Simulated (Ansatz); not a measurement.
BeS2⁻, 3 atoms. Hardware: 4 threads of Arm Neoverse V2 on a shared host.

How many basis functions does each of these Ansatz runs have, and roughly what does it cost? r2SCANh-D4/def2-TZVPD, charge -1 quartet, energy, from earlier orbitals; PBE0-D4/def2-SVPD, charge -1 doublet, energy, from earlier orbitals; HF/STO-3G, charge -1 doublet, energy; r2SCAN0-D4/def2-TZVPD, charge -1 quartet, energy, from earlier orbitals; r2SCAN-D4/def2-TZVPD, charge -1 quartet, energy, from earlier orbitals; PBE0-D4/def2-TZVPD, charge -1 quartet, energy, from earlier orbitals; PBE0-D4/def2-TZVPD, charge -1 doublet, energy, from earlier orbitals; BHLYP-D4/def2-TZVPD, charge -1 quartet, energy, from earlier orbitals; PBE0-D4/def2-TZVPD, charge -1 quartet, relaxation, 16 steps; PBE-D4/def2-TZVPD, charge -1 quartet, energy, from earlier orbitals; B3LYP-D4/6-31G, charge -1 doublet, energy; r2SCAN0-D4/def2-TZVPD, charge -1 doublet, energy, from earlier orbitals.

Other jobs shared the machine, so times can vary by a factor of up to 3. A dash marks memory too small to be measured apart from the calling script's.

```csv
run,functions,fitting or Cholesky vectors,wall time,peak host memory (GiB)
"HF/STO-3G, charge -1 doublet, energy",23,260,0.15 s,–
"PBE-D4/def2-TZVPD, charge -1 quartet, energy, from earlier orbitals",114,743,0.8 s,–
"B3LYP-D4/6-31G, charge -1 doublet, energy",35,405,1.4 s,–
"PBE0-D4/def2-TZVPD, charge -1 quartet, energy, from earlier orbitals",114,787,1.4 s,–
"r2SCAN-D4/def2-TZVPD, charge -1 quartet, energy, from earlier orbitals",114,743,1.9 s,–
"r2SCANh-D4/def2-TZVPD, charge -1 quartet, energy, from earlier orbitals",114,743,2 s,–
"r2SCAN0-D4/def2-TZVPD, charge -1 quartet, energy, from earlier orbitals",114,787,2.2 s,–
"BHLYP-D4/def2-TZVPD, charge -1 quartet, energy, from earlier orbitals",114,847,2.2 s,–
"PBE0-D4/def2-SVPD, charge -1 doublet, energy, from earlier orbitals",66,644,3.3 s,–
"PBE0-D4/def2-TZVPD, charge -1 doublet, energy, from earlier orbitals",114,787,6.5 s,–
"r2SCAN0-D4/def2-TZVPD, charge -1 doublet, energy, from earlier orbitals",114,787,12 s,–
"PBE0-D4/def2-TZVPD, charge -1 quartet, relaxation, 16 steps",114,787,19 s,–
```
